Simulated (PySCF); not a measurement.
Species: C7H5O (charge +1).
Bonds: C1–C2 (triple), C2–C3, C3–C4 (aromatic), C4–C5 (aromatic), C5–C6 (aromatic), C6–C7 (aromatic), C7–O8 (aromatic), C3–O8 (aromatic). Hydrogens: H9 on C1; H10 on C4; H11 on C5; H12 on C6; H13 on C7.

All values: wB97X-D/def2-SVPD (PySCF, non-relativistic), on one gas-phase PBE0-D3(BJ)/def2-SVP geometry that isn't relaxed in the solvent. The solvent is an IEF-PCM continuum (cavity from Bondi-type radii × 1.2), and excitations are vertical TDDFT with non-equilibrium linear response and a frozen core. The model holds no explicit solvent molecules, cavitation or dispersion.

| run | E − E(gas) (kcal/mol) | HOMO (eV) | HOMO–LUMO gap (eV) | lowest singlet (eV) | static polarisability (au) |
| --- | --- | --- | --- | --- | --- |
| gas | 0.00 | -14.30 | 8.06 | 4.24 | 82.9 |
| P | -29.76 | -11.97 | 8.14 | 4.20 | 96.2 |
| Q | -46.31 | -10.73 | 8.21 | 4.27 | 108.3 |

The runs were made in benzene and tetrahydrofuran. Which run belongs to which solvent?

P = benzene, Q = tetrahydrofuran. The dielectric constants are 2.271 (benzene), 7.426 (tetrahydrofuran), and the energy falls further as ε rises. The optical constants n² used for the excitations are 2.25, 1.97 in the same order. In this model the ground state sees the solvent through ε alone.

How constant is the ratio of the lowering to 1 − 1/ε?

```json
{"solvent": "benzene", "1 − 1/ε": "0.560", "E − E(gas) (kcal/mol)": "-29.76", "ratio (kcal/mol)": "-53.2", "polarisation term (kcal/mol)": "-29.93"}
{"solvent": "tetrahydrofuran", "1 − 1/ε": "0.865", "E − E(gas) (kcal/mol)": "-46.31", "ratio (kcal/mol)": "-53.5", "polarisation term (kcal/mol)": "-46.89"}
```

The ratio changes by +0.7 % in size from benzene to tetrahydrofuran. The polarisation term is half the interaction of the solute with the induced surface charges.

wB97X-D is run here without its empirical dispersion term; that term would change no orbital, density or response property at a fixed geometry.
